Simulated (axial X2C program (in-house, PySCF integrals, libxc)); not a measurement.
Ionising SbCl

Calculated with an axial X2C code built on PySCF integrals, spin-free (one-electron X2C) or two-component (2c: spin–orbit coupling with atomic mean-field Coulomb and Gaunt terms, which also bring small scalar terms), in Dyall basis sets with cores contracted in-house; open shells are unrestricted.

Basis sets: Cl dyall-av3z, Sb dyall-cv3z.

| Hamiltonian | level | SbCl state | Re (Å) | ωe (cm⁻¹) | De (eV) |
| --- | --- | --- | --- | --- | --- |
| spin-free | HF | M_S = 1, Λ = 0 | 2.358 | 372.5 | 1.76 |
| spin-free | PBE0 | M_S = 1, Λ = 0 | 2.344 | 372.0 | 3.19 |
| 2c | PBE0 | Ω = 1 | 2.346 | 370.1 | 3.13 |

Adiabatic ionisation energy (minimum to minimum, no zero-point term) and constants of SbCl⁺:

```csv
Hamiltonian,level,SbCl⁺ state,IE (eV),Re (Å),ωe (cm⁻¹),De (eV),fragments
spin-free,HF,"M_S = 1/2, Λ = 1",8.42,2.237,463.8,1.91,Sb+ + Cl
spin-free,PBE0,"M_S = 1/2, Λ = 1",8.61,2.240,451.0,3.62,Sb+ + Cl
2c,PBE0,Ω = 1/2,8.39,2.243,448.5,n/a,Sb+ + Cl
```

(1) Add the zero-point terms to the ionisation energy at PBE0, 2c, and say whether the electron removed was bonding.

Each entry is the lowest single determinant of a limited PBE0 search at one distance. De goes to single-determinant-based atoms at the same level (for ions the charge split of lowest energy) and is withheld (n/a) where an atom does not fit its ground term or J level. Main or longest-lived isotopes. One determinant is a doubtful description, or other states lie close, for SbCl; these need not be ground states, and all values refer to the states named. Some open-shell Ω = 0 determinants are out of reach, so the Ω given for SbCl need not be the lowest component. With several unpaired electrons the Ω given is that of one determinant, not necessarily of the lowest component. Some light 2c atoms are not at their ground J level, so De misses part of their lowering (0.04 eV or less). The functionals have no current term, which raises determinants with orbital currents.

Results:

(1) IE0 = IE + (ωe⁺ − ωe)/2 = 8.39 + (0.005) = 8.39 eV. Re changes by -0.103 Å, but the two determinants differ by more than one electron in one block, so no single orbital tells the change.
